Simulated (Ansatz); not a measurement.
Reaction (formal exchange of groups at the Sn–S bond): `[CH3][Sn][SH]` + `CC` → `C[CH2][Sn][CH3]` + H₂S

Calculated with Ansatz (gas phase, PBE0-D4/def2-TZVP geometries, no zero-point term in ΔE). CCSD(T)/CBS adds triple-zeta CCSD(T) − MP2 to the extrapolated MP2 energy (def2 sets, frozen cores). This one scheme is used for every species. DFT in def2-TZVPP. def2 core potentials past Kr. For Sn outer-core shells are correlated without core-valence functions, which leaves a few kJ/mol of doubt a bond. One conformer a species, not always the lowest.

`[CH3][Sn][SH]`:

```xyz
7

C     0.161   -0.562   -0.785
Sn   -1.157   -0.838    0.942
S    -0.529    1.255    2.009
H     1.197   -0.473   -0.445
H    -0.106    0.362   -1.306
H     0.088   -1.397   -1.483
H     0.345    1.653    1.068
```

`CC`:

```xyz
8

C    -0.114   -0.713    0.237
C     0.114    0.713   -0.237
H     0.420   -1.431   -0.391
H     0.234   -0.852    1.263
H    -1.173   -0.977    0.210
H    -0.420    1.431    0.391
H    -0.234    0.852   -1.263
H     1.173    0.977   -0.210
```

`C[CH2][Sn][CH3]`:

```xyz
12

C    -0.964    0.776    0.719
C    -0.080    1.344   -0.379
Sn    0.974   -0.050   -1.722
C     0.908   -1.764   -0.361
H    -0.407    0.115    1.387
H    -1.409    1.563    1.338
H    -1.792    0.189    0.309
H    -0.635    2.042   -1.016
H     0.734    1.945    0.053
H    -0.130   -2.014   -0.121
H     1.403   -1.504    0.581
H     1.397   -2.641   -0.786
```

H₂S:

Cartesian coordinates in Å:
```
S -0.539 0.204 0.226
H -0.021 0.122 -1.008
H 0.560 -0.326 0.782
```

**Question.** Is it downhill or uphill in electronic energy at CCSD(T)/CBS, and by how much? (An estimate is asked.)

**Answer.** Computed: Uphill: ΔE = +146.1 kJ/mol.

**Question.** What do these levels give: r2SCAN0-D4, PBE, PBE0, HF/def2-SVP, MP2/def2-SVP, CCSD/def2-SVP? (An estimate is asked.)

**Answer.** Ansatz gave: r2SCAN0-D4 155.9, PBE 157.8, PBE0 156.4, HF/def2-SVP 159.0, MP2/def2-SVP 145.9, CCSD/def2-SVP 144.1 kJ/mol.

**Question.** What do rigid-rotor, harmonic-oscillator terms from PBE0-D4/def2-TZVP frequencies (298.15 K, 1 bar) make of the CCSD(T)/CBS value? (An estimate is asked.)

**Answer.** The calculation gave: ΔZPE = -13.2 kJ/mol, ΔH = +135.6 kJ/mol, ΔS = 15 J/(mol·K), ΔG = +131.1 kJ/mol. Modes under 50 cm⁻¹ make the entropy rough.

Largest T1 diagnostic among the species: 0.015.

From BLYP to BHLYP (50 % exact exchange), in def2-TZVPP and without D4, ΔE moves by −3.1 kJ/mol. The D4 term adds −5.2 kJ/mol with B3LYP and −3.0 kJ/mol with PBE0; it sums over pairs of atoms, weighted by their polarisabilities, and B3LYP, whose exchange is more repulsive, gets the larger term. In def2-TZVPP, CCSD(T) changes the Hartree–Fock value by −17.8 kJ/mol (the triples alone add −0.1 kJ/mol) and MP2 by −14.4 kJ/mol.

B3LYP here is the variant with VWN-RPA as its local correlation; programs differ in this.
